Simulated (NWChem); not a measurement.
**Total energies of Sb**

SMILES: [Sb]
```xyz
1

Sb     0.0000     0.0000     0.0000
```
Charge 0, spin multiplicity 4.

Everything below was run with NWChem.

Basis set: def2-TZVP (50 functions).

```csv
method,total energy (Ha)
UHF,-239.27727
UMP2,-239.56272
UB2PLYP,-240.00782
UPBE,-240.20743
UB3LYP,-240.29379
ULDA (SVWN5),-239.83796
```

Total energies of different functionals aren't comparable as a measure of quality: only differences taken within one method are. 

Effective core potentials replace the inner electrons of Sb; spin-orbit coupling is left out. The correlated methods keep 4 core orbitals frozen. B3LYP has NWChem's definition, with VWN1-RPA local correlation. No SCF solution was tested for a lower state. Open-shell Hartree-Fock references start from PBE0 orbitals.
